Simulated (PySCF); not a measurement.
## C6H9O: g tensor and hyperfine couplings

C6H9O (doublet state).
Geometry (GFN2-xTB, Å), atoms numbered from 1 in this order:
```xyz
16
C6H9O angstrom
C      2.3164    0.4317   -0.1504
C      1.3577   -0.7408   -0.3678
C     -0.0577   -0.3246   -0.1477
C     -0.8683   -0.4983    0.9077
C     -2.1910    0.1483    0.6239
C     -1.9058    0.7251   -0.7167
O     -0.6602    0.3775   -1.1458
H      2.2347    0.8024    0.8687
H      2.0790    1.2428   -0.8344
H      3.3422    0.1172   -0.3259
H      1.5973   -1.5512    0.3216
H      1.4626   -1.1068   -1.3912
H     -0.6344   -1.0194    1.8136
H     -3.0254   -0.5735    0.6206
H     -2.4580    0.9120    1.3708
H     -2.5967    1.0668   -1.4586
```

The hyperfine couplings belong to this conformer and change with its torsions.

Identity: `CCC1=CC[CH]O1` [radical].

Method: UKS B3LYP, pcH-1 on C H O, non-relativistic, mean-field spin-orbit, GIAO in PySCF 2.14.0. Isolated species at its GFN2-xTB geometry (one conformer only). Couplings are sensitive to structure, and on GFN2-xTB geometries they can be far from those on DFT ones. The SCF solution wasn't tested for stability.

```json
{
  "g1, g2, g3": "2.00211, 2.00302, 2.00402",
  "g_iso": "2.00305",
  "Form of g": "rhombic: the two nearest values differ by 48 % of g3 − g1",
  "⟨S²⟩": "0.7551 (exact 0.7500)",
  "α and β electrons": "27, 26",
  "Total energy": "-309.22594 Eh",
  "Basis functions": "265"
}
```

Hyperfine couplings atom by atom, in G; T1 to T3 are the principal values of the dipolar part; ρ(0) is the spin density at the nucleus (MHz turned into gauss with g_iso; 10 G = 1 mT):

```
atom  isotope  a_iso     T1     T2    T3  Mulliken spin population  ρ(0) (bohr⁻³)
  C1      13C   -0.8   -0.2    0.0   0.2                      0.00        -0.0019
  C2      13C    0.0   -0.2   -0.1   0.3                      0.00         0.0000
  C3      13C   -2.7   -2.5    0.6   1.8                     -0.04        -0.0066
  C4      13C    2.8   -2.5   -1.4   3.9                      0.08         0.0071
  C5      13C  -12.3   -0.7   -0.1   0.9                     -0.09        -0.0307
  C6      13C   41.6  -27.2  -26.7  53.9                      0.88         0.1038
  O7      17O   -6.8  -18.8    9.0   9.8                      0.08         0.0316
  H8       1H    0.1   -0.4   -0.3   0.6                      0.00         0.0001
  H9       1H    0.2   -0.5   -0.4   0.9                      0.00         0.0001
 H10       1H    0.0   -0.2   -0.2   0.4                      0.00         0.0000
 H11       1H   -0.4   -0.3   -0.3   0.6                      0.00        -0.0003
 H12       1H   -0.4   -0.5   -0.5   1.0                      0.00        -0.0003
 H13       1H   -2.2   -1.5   -0.6   2.1                      0.00        -0.0014
 H14       1H   54.7   -1.5   -0.9   2.5                      0.07         0.0343
 H15       1H   53.6   -1.8   -1.4   3.2                      0.06         0.0336
 H16       1H  -17.6  -12.7   -0.2  12.9                     -0.04        -0.0110
```

The Mulliken spin populations are largest on C6 (+0.88), C5 (-0.09), O7 (+0.08) and C4 (+0.08). No atom but C6 exceeds +0.15. The positive populations add up to 1.18 and the negative ones to -0.18, together 2S = 1. The angles at C6 add up to 356.8°, so it is nearly planar; its axial dipolar tensor and the negative coupling of its proton fit spin in a p orbital normal to that plane.

Axes: g3 points within 12° of the C6–H16 bond.

Under fast tumbling the dipolar parts average out, and these isotropic splittings remain: 2 × 1H (H14/H15, I = 1/2, 3 lines) with 5.42 mT, 1 × 1H (H16, I = 1/2, 2 lines) with 1.76 mT, 1 × 1H (H13, I = 1/2, 2 lines) with 0.22 mT and 2 × 1H (H11/H12, I = 1/2, 3 lines) with 0.04 mT.

Means are taken over nuclei equivalent by connectivity, which assumes that they swap fast.

The 13C coupling of C6 (116.7 MHz) shows only in satellite lines or after enrichment, since that isotope makes up about 1.07 % of natural carbon.

The 17O coupling of O7 (-19.2 MHz) shows only in satellite lines or after enrichment, since that isotope makes up about 0.038 % of natural oxygen.

The spin density at the nucleus, in bohr⁻³, is negative for C5 (-0.0307), H16 (-0.0110) and C3 (-0.0066), for instance. A restricted open-shell determinant has no negative spin density anywhere; here it arises because α and β orbitals differ (spin polarisation).
